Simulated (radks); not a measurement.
Problem. Numerical settings for the fluorine ion F+, [He] 2s2 2p4. All-electron calculation, non-relativistic Kohn-Sham, SCAN, spin-polarised, spherical densities, point nucleus; open shells are filled with parallel spins first; meta-GGA in the generalised Kohn-Sham scheme. Program: a radial shooting solver on a logarithmic mesh with Libxc functionals. The defaults (mesh step 0.008 in ln r, mesh end at 40 bohr or more with all orbitals vanishing there, Anderson mixing 0.5 over 9 steps, residual threshold near 1e-9 with the energy settled to 1e-9 hartree or 1e-11 of itself, here a cap of 79 iterations) give E = -99.064 hartree and 2p at -25.587 eV in 15 iterations. Run on one thread of a shared host, so times are rough (Arm Neoverse V1): 0.1 s of CPU time, 0.1 s wall, 15 iterations on 2476 mesh points. One setting is changed at a time: mesh step in ln r 0.02; mesh step in ln r 0.005; mesh step in ln r 0.08; mesh end (bohr) 8; mesh end (bohr) 2; residual threshold 0.1; residual threshold 1e-05; mixing 1.5; linear mixing, mixing 1; linear mixing, mixing 0.5; mixing history 20; iteration cap 3. Which runs fail to converge, and which converge to a wrong energy?

Solution. Not converged within the cap: iteration cap 3. Settings that end as converged yet miss the energy by more than 1 mhartree: mesh step in ln r 0.02 (+0.00739 hartree); mesh step in ln r 0.08 (+0.0625 hartree); mesh end (bohr) 2 (+0.955 hartree).
